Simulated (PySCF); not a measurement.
## Ne²⁺: ionisation energy

Ne²⁺ [He] 2s2 2p4 (3P) → Ne³⁺ [He] 2s2 2p3 (4S), as a difference of total energies. All numbers are calculated (PySCF 2.14, the spin-free X2C one-electron Hamiltonian (Gaussian nucleus), in x2c-QZVPPall with one added diffuse shell each of s, p, d, f type (8s5p4d3f1g, 73 functions)). Correlated levels: valence: 1s2 frozen. The calculations carry no spin-orbit coupling.

| method | ionisation energy (eV) |
| --- | --- |
| UHF | 61.832 |
| MP2 (valence) | 63.150 |
| SCS-MP2 (valence) | 63.279 |
| CCSD (valence) | 63.186 |
| CCSD(T) (valence) | 63.206 |

How much does correlation contribute at CCSD(T) (valence)?

63.206 − (61.832) = 1.374 eV, measured against UHF.

A first-order spin-orbit estimate (lowest level to lowest level, LS coupling) adds 0.038 eV.

Errors of the correlated levels include the incompleteness of this basis and the frozen core.

For comparison: 63.423 eV (measured; NIST Atomic Spectra Database, ionization energies).
